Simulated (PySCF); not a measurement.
SMILES [O][Si](O)(O)O, doublet at its PBE0/def2-SVP optimised geometry (Å):

```
8

O     -0.8126    -1.4314    -1.3058
Si    -0.3255    -0.5033     0.0000
O      1.3136    -0.5033     0.0000
O     -0.7906     1.0703     0.0000
O     -1.0651    -1.2556     1.2660
H      1.7267     0.3432     0.1969
H     -1.7267     1.2556     0.1167
H     -0.9183    -2.2030     1.3513
```

Calculation: unrestricted PBE0/def2-TZVP (PySCF 2.14.0).

Map of the HOMO amplitude (α) (bohr^(-3/2)) on the plane z = 0.6 Å; orbital energy -9.47 eV, overall sign arbitrary:

```
|444444444444444444444444444|
|444444444444444444444444444|
|444444444444444444444444444|
|444444444444444444444444444|
|444444444444444444444444444|
|444444444444444444444444444|
|444444444444444444444444444|
|444444444333344444444444444|
|444444443211234444444444444|
|444444443100134444555444444|
|444444443200134445555544444|
|444444444322234455555554444|
|444444444433344556665554444|
|444444554444445677765554444|
|444455555444445689875554444|
|444455555544445689975554444|
|444555555543445678765554444|
|444555556543445566655554444|
|444555555543445555555544444|
|444455555544444555555444444|
|444455555544444555554444444|
|444445555444444444444444444|
|444444444444444444444444444|
|444444444444444444444444444|
|444444444444444444444444444|
|444444444444444444444444444|
|444444444444444444444444444|
```
Scale: ten equal steps from -0.155 (start of '0') to 0.161 (end of '9'), in the order '0123456789'; x runs from -4.00 to 4.00, y from -4.00 (bottom) to 4.00 (top).
